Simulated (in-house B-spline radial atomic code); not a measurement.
Configurations of Ge IV (Ge3+), with energies counted from [Ar] 3d10 4s1. All numbers are computed (non-relativistic RPBE, spin-polarised, spherical fractional occupations; point nucleus) with an all-electron radial atomic-structure program (B-spline basis), not measured. Shells without spins written out take the highest spin.

Occupations are held fixed; configurations that lie above the ionisation limit could autoionise.

| configuration | E - E(ref) (eV) | highest orbital | its <r> (bohr) |
| --- | --- | --- | --- |
| [Ar] 3d10 4p1 | 9.9016 | 4p up | 2.15 |
| [Ar] 3d10 5p1 | 27.347 | 5p up | 4.356 |
| [Ar] 3d10 5f1 | 36.42 | 5f up | 7.451 |
| [Ar] 3d9 4s1 5s1 | 53.032 | 5s up | 3.773 |
| [Ar] 3d(5 up, 4 down) 4s(1 up, 0 down) 4f(1 up, 0 down) | 61.042 | 4f up | 4.159 |
| [Ne] 3s2 3p(3 up, 2 down) 3d10 4s(0 up, 1 down) 5p(1 up, 0 down) | 141.8 | 5p up | 4.227 |

**Question.** Order these further configurations by energy, lowest first.
A. [Ar] 3d9 4s1 5f1
B. [Ar] 3d(4 up, 5 down) 4s(0 up, 1 down) 4p(0 up, 1 down)
C. [Ar] 3d10 4d1
D. [Ar] 3d(4 up, 5 down) 4s(0 up, 1 down) 4d(0 up, 1 down)
E. [Ne] 3s2 3p5 3d10 4s1 4d1

**Answer.** C (23.276 eV), B (36.341 eV), D (51.249 eV), A (65.814 eV), E (136.41 eV).

**Question.** How far above the reference does [Ne] 3s2 3p5 3d10 4s1 5s1 lie?

**Answer.** 138.19 eV; its least bound orbital is 5s up with <r> = 3.769 bohr.

**Question.** How far above the reference does [Ar] 3d9 4s2 lie?

**Answer.** 27.494 eV; its least bound orbital is 4s down with <r> = 1.817 bohr.
